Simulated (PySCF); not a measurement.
H₅AlO₃Si, SMILES [OH][Al]([OH])[O][SiH3], B3LYP/def2-SVP optimised geometry.

```
10

Al    -1.60    -1.65     2.86
O     -1.49    -0.52     4.12
H     -1.76    -0.70     5.02
O     -2.22    -3.19     3.18
H     -2.32    -3.89     2.53
O     -1.09    -1.20     1.31
Si    -0.51    -0.38     0.00
H     -0.98    -1.04    -1.25
H      0.99    -0.38     0.00
H     -0.99     1.04     0.00
```

Density from PySCF with B3LYP/def2-TZVP at that geometry.

Minimum of the electron density along straight lines between bonded atoms, close to the bond critical point (lines longer than 1.1 times the sum of covalent radii, or with two minima, are not listed):

| bond | length / Å | ρ at the minimum / e bohr⁻³ | ∇²ρ there / e bohr⁻⁵ | position (fraction from the first atom) |
|---|---|---|---|---|
| Al1–O2 | 1.695 | 0.111 | 0.78 | 0.43 |
| O2–H3 | 0.961 | 0.355 | -2.39 | 0.80 |
| Al1–O4 | 1.698 | 0.110 | 0.78 | 0.43 |
| O4–H5 | 0.961 | 0.355 | -2.39 | 0.80 |
| Al1–O6 | 1.692 | 0.107 | 0.79 | 0.43 |
| O6–Si7 | 1.649 | 0.133 | 0.82 | 0.59 |
| Si7–H8 | 1.493 | 0.122 | 0.14 | 0.49 |
| Si7–H9 | 1.493 | 0.122 | 0.14 | 0.49 |
| Si7–H10 | 1.493 | 0.122 | 0.13 | 0.49 |
